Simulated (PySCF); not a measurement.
Basis-set dependence of excited states

C₂H₁₀AsGa.
Cartesian coordinates in Å at the PBE0-D3(BJ)/def2-SVP level; atoms count from 1:
```
atom  x, y, z in Å
C1    -2.2898   -0.2969    0.3807
C2    -0.9558    0.4265    0.3922
As3    0.5396   -0.5645   -0.3808
Ga4    2.8581    0.5970   -0.3598
H5    -2.6097   -0.5426   -0.6436
H6    -2.2471   -1.2368    0.9521
H7    -3.0752    0.3300    0.8316
H8    -0.6367    0.6844    1.4145
H9    -0.9977    1.3750   -0.1664
H10   -0.0662   -0.9837   -1.7037
H11    0.3745   -1.8937    0.3256
H12    2.9467    0.7818    1.2076
H13    2.4353    1.8471   -1.2302
H14    3.7170   -0.5392   -1.0376
```

TDDFT with PBE0 (PySCF), vertical singlets, core orbitals frozen in the response, spherical d and f functions. Isolated species at its PBE0-D3(BJ)/def2-SVP geometry (one conformer only). The PBE0/6-31G* calculation is non-relativistic and has no spin–orbit coupling, an omission that weighs most on arsenic and gallium.

Task: Compare 6-31G*, def2-SVP, def2-SVPD, aug-cc-pVDZ, def2-TZVP and def2-TZVPD for this molecule.

Result: 

```tsv
basis	functions	diffuse	S1 (eV)	S2 (eV)	S3 (eV)	S4 (eV)	S5 (eV)	LUMO (eV)	α (au)
6-31G*	112	no	6.59	6.62	6.95	6.97	7.10	0.17	81.0
def2-SVP	142	no	6.51	6.55	6.92	6.95	6.98	0.00	84.8
def2-SVPD	196	yes	6.28	6.33	6.62	6.75	6.78	-0.35	96.6
aug-cc-pVDZ	208	yes	6.12	6.15	6.41	6.61	6.65	-0.64	97.8
def2-TZVP	218	no	6.38	6.43	6.71	6.87	6.90	-0.23	92.7
def2-TZVPD	272	yes	6.22	6.27	6.51	6.70	6.73	-0.48	97.5
```

States are compared by their number. Against the largest diffuse basis here (def2-TZVPD, itself not a converged limit), sets without diffuse functions differ by up to 0.37 eV in S1 and 0.37 eV in S5; the smaller diffuse sets differ by up to 0.10 and 0.07 eV. State by state, the largest deviation of a set without diffuse functions is S1 0.37, S2 0.35, S3 0.44, S4 0.27, S5 0.37 eV. The same number needn't mean the same state in each row. Against def2-TZVPD the polarisability deviates by -17% in 6-31G*, -13% in def2-SVP, -1% in def2-SVPD, 0% in aug-cc-pVDZ, -5% in def2-TZVP.

Without π bonds the low states are Rydberg-like; a valence basis with one diffuse set may place them up to an eV too high.
